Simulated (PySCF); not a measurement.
Start geometry of `N#CC(F)=C=CF` from GFN2-xTB (Å):
```
atom  x, y, z in Å
N1    -2.597    1.373   -0.146
C2    -1.837    0.555    0.106
C3    -0.886   -0.454    0.420
F4    -1.396   -1.674    0.669
C5     0.400   -0.214    0.442
C6     1.673    0.034    0.437
F7     2.342    0.448    1.516
H8     2.310   -0.057   -0.435
```

Question: What comes out of this run: PBE0-D3(BJ)/def2-TZVP geometry optimisation, gas phase in PySCF 2.14.0?

Answer: 
```
atom  x, y, z in Å
N1    -2.2860    1.8492   -0.1794
C2    -1.6765    0.8827   -0.0429
C3    -0.9033   -0.3057    0.1266
F4    -1.5856   -1.4302   -0.1019
C5     0.3509   -0.2999    0.4755
C6     1.6198   -0.2443    0.7466
F7     2.0924   -0.2545    1.9867
H8     2.3992   -0.1905   -0.0069
```

The energy falls by 1.4 kJ/mol over 9 energy and gradient evaluations, the largest force component goes from 0.0135 to 2.1e-04 Eh/bohr, and the atoms move by 0.019 Å rms after alignment. The bond that changes most is C3–F4 (outer carbon of cumulated double bonds to vinyl fluorine), which shortens by 0.010 Å. Bonds longer at the end by more than 0.005 Å: 2 of 7; shorter: 3. Among the angles that change most is C3–C5–C6, from 178.8° to 175.9°. Rotational constants go from 4953, 1454, 1178 to 5051, 1442, 1174 MHz. The orientation of the end geometry is arbitrary; only internal coordinates are fixed.

The run used 223 basis functions and 70 SCF cycles in all.

Whether it is a minimum is left open (no frequencies).
